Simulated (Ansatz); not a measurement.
## What each rung costs, and what it gives

Saddle point of CH5ClZn, closed shell (CH₃ClZn ([CH3][Zn][Cl]) + H₂ → ZnHCl ([Cl][ZnH]) + CH₄; bonds formed: Zn1–H5, C2–H4; bonds broken: Zn1–C2, H4–H5), PBE0-D4/def2-TZVP structure:

Zn1  (-0.915, 0.224, -0.724)
C2  (0.804, -0.359, 0.401)
Cl3  (-1.837, -0.294, -2.542)
H4  (-0.277, 0.684, 0.679)
H5  (-1.172, 1.342, 0.609)
H6  (1.608, -0.198, -0.322)
H7  (1.156, 0.033, 1.362)
H8  (0.634, -1.430, 0.538)
(Å)

Barriers are electronic and count from the start structure reached by relaxing down the imaginary mode.

Program: Ansatz 0.2.0. Basis: as named in each row. Cores are frozen in the correlated methods. The 3s and 3p shells of Cu and Zn are frozen; filled d shells are correlated. B3LYP uses VWN-RPA correlation. Extrapolation: Hartree–Fock as exp(−7.88 √X), correlation as X^−2.97.

Times are rough, for one single point on 4 threads of a shared host (Intel Xeon).

The estimate by CCSD(T) at an estimated basis limit (MP2 extrapolated from triple and quadruple zeta, plus CCSD(T) − MP2 in triple zeta) is 201.4 kJ/mol.

```
      method       basis  time (s)  barrier (kJ/mol)  method less estimate
       SPW92    def2-SVP   under 1             137.2                 -64.2
      PBE-D4    def2-SVP         1             169.8                 -31.6
          HF      STO-3G         1             351.5                 150.1
    B3LYP-D4       6-31G         2             216.3                  14.9
     PBE0-D4    def2-SVP         2             176.4                 -25.0
       SPW92  def2-TZVPP         2             146.8                 -54.6
     BLYP-D4  def2-TZVPP         3             202.7                   1.3
      PBE-D4  def2-TZVPP         3             181.4                 -20.0
     CCSD(T)    def2-SVP         4             199.2                  -2.2
    B3LYP-D4  def2-TZVPP         4             203.3                   1.9
      PBE-D4      STO-3G         4             216.5                  15.1
     PBE0-D4  def2-TZVPP         4             185.5                 -15.9
    BHLYP-D4  def2-TZVPP         4             209.2                   7.8
CAM-B3LYP-D4  def2-TZVPP         5             201.1                  -0.3
   r2SCAN-D4  def2-TZVPP         5             182.6                 -18.8
     wB97M-V    def2-SVP         6             186.6                 -14.8
  RPA on PBE  def2-TZVPP         6             203.9                   2.5
  r2SCAN0-D4  def2-TZVPP         6             187.0                 -14.4
      B2PLYP  def2-TZVPP         7             207.0                   5.6
    PBE-QIDH  def2-TZVPP         7             194.2                  -7.2
      B97M-V  def2-TZVPP         9             185.8                 -15.6
     wB97X-V  def2-TZVPP        10             200.5                  -0.9
     wB97M-V  def2-TZVPP        10             200.6                  -0.8
         MP2  def2-QZVPP        23             206.7                   5.3
     CCSD(T)  def2-TZVPP        66             202.5                   1.1
```

All methods are single points on the PBE0-D4 structures.

T1 diagnostic: at most 0.014.

Labels in which every atom is bracketed show which atoms are joined, not bond orders.
